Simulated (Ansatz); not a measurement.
Worked example: Cd(CH3)Cl + C2H4F2 → Cd(CH3)F + C2H4ClF

Species: Cd(CH3)Cl, singlet; C2H4F2 (1,1-difluoroethane) `CC(F)F`, singlet; Cd(CH3)F, singlet; C2H4ClF (1-chloro-1-fluoroethane) `CC(F)Cl`, singlet. The partners trade Cl for F: Cd–Cl and C–F bonds give way to Cd–F and C–Cl.

Shapes, held fixed at every level: PBE0-D4/def2-TZVP. Programs: Ansatz 0.2.0. The zero-point and thermal change to 298 K, harmonic and unscaled (PBE0-D4/def2-TZVP), is -2.4 kJ/mol.

At CCSD(T)/def2-TZVPP; 1 Eh = 2625.50 kJ/mol:

| species | energy (Eh) |
| --- | --- |
| Cd(CH3)Cl | -667.173143 |
| C2H4F2 | -277.960991 |
| Cd(CH3)F | -307.155765 |
| C2H4ClF | -637.942376 |

Q: Work out ΔH(298 K) of the reaction at this level.

A: 
1. Products less reactants: (-307.155765) + (-637.942376) − [(-667.173143) + (-277.960991)] = 0.035993 Eh = +94.5 kJ/mol.
2. With the thermal change: +94.5 + (-2.4) = +92.1 kJ/mol.

Other levels give +78.0 (PBE-D4/def2-TZVPP) to +139.5 kJ/mol (HF/def2-SVP). No measured value is set beside it here. For atoms past krypton def2 sets carry core potentials with scalar relativity. Outer-core shells of Cd are correlated, in sets that cover them unevenly. The median of the other levels is +107.4 kJ/mol.
